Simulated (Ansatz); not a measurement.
Reaction (cleavage of the Si–Si bond): `O[SiH](O)[SiH3]` + H–F → `O[SiH](O)F` + SiH₄

Computed with Ansatz on PBE0-D4/def2-TZVP structures; ΔE is electronic, products minus reactants. CCSD(T)/CBS is extrapolated from def2-TZVPP and def2-QZVPP, frozen cores. DFT in def2-TZVPP. B3LYP here is the variant with VWN-RPA as its local correlation; programs differ in this. HSE06 is defined as in plane-wave codes. Each species was taken in one conformer, which may not be the lowest.

`O[SiH](O)[SiH3]`:

Z-matrix (Å, degrees):
```
Si
O 1 1.647
Si 1 2.344 2 104.5
O 1 1.648 2 112.8 3 -122.1
H 1 1.486 2 110.8 3 123.0
H 2 0.959 1 117.7 3 -172.2
H 3 1.487 1 111.3 2 55.4
H 3 1.490 1 109.9 2 -65.1
H 3 1.489 1 110.0 2 175.9
H 4 0.959 1 117.5 2 65.5
```

H–F:

Z-matrix (Å, degrees):
```
F
H 1 0.920
```

`O[SiH](O)F`:

```xyz
7

O    -0.276   -1.240    0.483
Si    0.346    0.169   -0.048
O    -0.585    0.727   -1.249
F     0.386    1.179    1.187
H    -0.052   -1.536    1.367
H     1.717    0.069   -0.564
H    -1.536    0.632   -1.176
```

SiH₄:

```xyz
5

Si    0.000    0.000    0.000
H     1.440    0.118    0.341
H    -0.714    1.226    0.438
H    -0.576   -1.182    0.690
H    -0.149   -0.162   -1.468
```

```json
{"level": "LDA (SPW92)", "ΔE (kJ/mol)": "-159.6", "difference from CCSD(T)/CBS": "17.1"}
{"level": "PBE0-D4", "ΔE (kJ/mol)": "-159.9", "difference from CCSD(T)/CBS": "16.8"}
{"level": "B3LYP-D4", "ΔE (kJ/mol)": "-176.1", "difference from CCSD(T)/CBS": "0.6"}
{"level": "r2SCAN0-D4", "ΔE (kJ/mol)": "-179.2", "difference from CCSD(T)/CBS": "-2.5"}
{"level": "BHLYP-D4", "ΔE (kJ/mol)": "-187.2", "difference from CCSD(T)/CBS": "-10.5"}
{"level": "ωB97X-V", "ΔE (kJ/mol)": "-176.5", "difference from CCSD(T)/CBS": "0.2"}
{"level": "HSE06", "ΔE (kJ/mol)": "-163.8", "difference from CCSD(T)/CBS": "12.9"}
{"level": "HF/def2-SVP", "ΔE (kJ/mol)": "-198.0", "difference from CCSD(T)/CBS": "-21.3"}
{"level": "MP2/def2-SVP", "ΔE (kJ/mol)": "-183.8", "difference from CCSD(T)/CBS": "-7.1"}
{"level": "CCSD/def2-SVP", "ΔE (kJ/mol)": "-181.0", "difference from CCSD(T)/CBS": "-4.3"}
{"level": "HF/def2-TZVPP", "ΔE (kJ/mol)": "-209.5", "difference from CCSD(T)/CBS": "-32.8"}
{"level": "CCSD(T)/def2-TZVPP", "ΔE (kJ/mol)": "-177.8", "difference from CCSD(T)/CBS": "-1.1"}
{"level": "HF/CBS(def2)", "ΔE (kJ/mol)": "-212.1", "difference from CCSD(T)/CBS": "-35.4"}
{"level": "MP2/CBS(def2)", "ΔE (kJ/mol)": "-179.4", "difference from CCSD(T)/CBS": "-2.7"}
{"level": "CCSD/CBS(def2)", "ΔE (kJ/mol)": "-182.2", "difference from CCSD(T)/CBS": "-5.5"}
{"level": "HF/cc-pV(Q+d)Z", "ΔE (kJ/mol)": "-213.2", "difference from CCSD(T)/CBS": "-36.5"}
{"level": "CCSD(T)/CBS", "ΔE (kJ/mol)": "-176.7", "difference from CCSD(T)/CBS": "0"}
```

What do rigid-rotor, harmonic-oscillator terms from PBE0-D4/def2-TZVP frequencies (298.15 K, 1 bar) make of the CCSD(T)/CBS value? (Estimate.)

Ansatz gave: ΔZPE = -0.7 kJ/mol, ΔH = -180.5 kJ/mol, ΔS = -10 J/(mol·K), ΔG = -177.6 kJ/mol.

Largest T1 diagnostic among the species: 0.013.

In def2-TZVPP, CCSD(T) changes the Hartree–Fock value by +31.7 kJ/mol (the triples alone add +4.4 kJ/mol) and MP2 by +27.4 kJ/mol. From BLYP to BHLYP (50 % exact exchange), in def2-TZVPP and without D4, ΔE moves by −16.6 kJ/mol.
